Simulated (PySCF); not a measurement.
# Correlation energy of Cr+ (chromium, charge +1)

[Ar] 3d4 4p1, one real determinant (an excited configuration). Computed with PySCF 2.14 in aug-cc-pwCVTZ (10s9p7d4f3g, 127 functions), with the non-relativistic Hamiltonian (point nucleus). Frozen: [Ar]; 5 electrons correlated.

MP2 pair energies summed by pair of shells (mhartree):

```json
{"pair": "3d-3d", "energy": "-45.36", "share (%)": "84.9"}
{"pair": "3d-4p", "energy": "-8.06", "share (%)": "15.1"}
```

Total MP2 correlation energy: -53.41 mhartree.

Same-spin part -53.41 and opposite-spin part 0.00 mhartree; SCS-MP2 scales them by 1/3 and 6/5 to -17.80 mhartree.

The reference is one real determinant that mixes LS terms of this configuration.
